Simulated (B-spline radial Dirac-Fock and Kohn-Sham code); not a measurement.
ΔSCF core binding energies without Breit or QED terms, calculated with a radial B-spline solver.

A sound run for neutral neon, [He] 2s2 2p6: The ground state converged in 9 iterations, with total energy -128.69193 Ha, virial ratio 1.99775 and highest orbital energy -23.08 eV. ΔSCF binding energies: K (1s) 869.8 eV, L3 (2p3/2) 19.79 eV. Holes are computed only in closed shells, and unreliable hole states are left out.

A second run, with one unsound setting: The ground state had not converged after 70 iterations, with total energy -128.67427 Ha, virial ratio 1.98507 and highest orbital energy -20.85 eV. ΔSCF binding energies: K (1s) 877.9 eV, L3 (2p3/2) 22.65 eV (not all states converged, so these are not final). Holes are computed only in closed shells, and unreliable hole states are left out.

```
iter   energy (Ha)        error
   1     -128.43443998  3.89e-01
   2     -128.64383050  5.54e-02
   3     -128.64452894  5.50e-02
   4     -128.64521742  5.45e-02
   5     -128.64589606  5.41e-02
   6     -128.64656502  5.37e-02
   7     -128.64722442  5.33e-02
   8     -128.64787439  5.29e-02
   9     -128.64851507  5.25e-02
  17     -128.65332121  4.94e-02
  25     -128.65760286  4.65e-02
  33     -128.66141608  4.37e-02
  41     -128.66481110  4.11e-02
  49     -128.66783293  3.87e-02
  57     -128.67052183  3.64e-02
  65     -128.67291386  3.42e-02
  70     -128.67427260  3.29e-02
```

**Question.** Which fault fits the second run best?
A. nuclear radius in wrong units
B. functional not served
C. spline order too low
D. damping too heavy

**Answer.** D. The input had damp = 0.995; ndamp = 100: damp is so close to 1 that the orbitals hardly move in each step.
